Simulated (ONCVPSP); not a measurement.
carbon (C): excitation energies, all-electron against ONCV

```
Element                 : carbon
Generator               : ONCVPSP 4.0.1
Type                    : optimised norm-conserving Vanderbilt (ONCV)
Functional              : PBEsol
Relativity              : scalar-relativistic
Frozen core             : [He]
Valence charge          : 4
Reference configuration : 2s1.5 2p2.5
Partial waves           : 2s: rc 1.25 bohr, ncon 4, nbas 7, qcut 4.3 1/bohr, 2 projectors, debl 0.8 Ha; 2p: rc 2.70 bohr, ncon 3, nbas 7, qcut 4.9 1/bohr, 2 projectors, debl 3.3 Ha
Local potential         : polynomial inside 1.20 bohr (lpopt 4, dvloc0 0 Ha)
Core correction         : none
```

Energies are relative to the spin-unpolarised reference configuration 2s1.5 2p2.5; without spin polarisation the order of configurations can differ from experiment.

```
valence configuration  charge  ΔE all-electron (eV)  error AE − PS (meV)
              2s2 2p0      +2                30.597                +1205
              2s0 2p4       0                12.662                  -34
```

Problem. What are ΔE and the potential's error for 2s2 2p1?

Solution. ΔE = 6.578 eV all-electron; the error (AE − PS) is +197 meV.

Problem. What are ΔE and the potential's error for 2s2 2p2?

Solution. ΔE = -4.210 eV all-electron; the error (AE − PS) is -6.3 meV.

Levels in the configuration 2s2 2p0:

```
level  all-electron (eV)  pseudo (eV)
   2s            -40.178      -39.201
```
